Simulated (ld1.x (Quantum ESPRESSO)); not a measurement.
## Pseudopotential generation for Ru: TM, PBEsol, fully relativistic.

```
Element                 : ruthenium (Ru)
Generator               : ld1.x (Quantum ESPRESSO) 7.5
Type                    : norm-conserving Troullier–Martins (Kleinman–Bylander form)
Functional              : PBEsol
Relativity              : fully relativistic
Frozen core             : [Ar] 3d10
Valence charge          : 16
Reference configuration : 4s2 4p6 4d6 5s0 5p0 (charge +2)
Partial waves           : 4p (bound): rc 1.00 bohr; 4d (bound): rc 1.85 bohr; 4s (bound): rc 0.95 bohr
Local potential         : the s channel
Core correction         : Bessel-smoothed model core inside 0.90 bohr
```

Open shells are filled in proportion to 2j + 1 (rel_dist='average').

All-electron outer shells of the reference configuration (PBEsol, scalar-relativistic, ld1.x):

```csv
shell,level (eV),outermost node (bohr),outermost maximum (bohr)
3d,-293.44,–,0.30
4s,-96.42,0.48,0.91
4p,-66.36,0.49,0.98
4d,-24.13,0.48,1.20
5s,-18.99,1.22,2.41
5p,-13.31,1.37,2.90
```

(1) Tests: 4s2 4p6 4d7 5s1 5p0; 4s2 4p6 4d7 5s0 5p0; 4s2 4p6 4d5 5s0 5p0; 4s2 4p6 4d8 5s0 5p0; 4s2 4p6 4d7 5s0.5 5p0; 4s2 4p6 4d6 5s2 5p0; 4s2 4p6 4d7 5s0 5p1. Which has the largest error in its energy relative to the reference configuration, and how large is it?

A Bessel basis up to 400 Ry misses an occupied level by 0.20 Ry, so cutoffs and ghosts were not judged.

## Answers

(1) 4s2 4p6 4d6 5s2 5p0, with +161 meV (all-electron minus pseudo) on -23.81 eV.
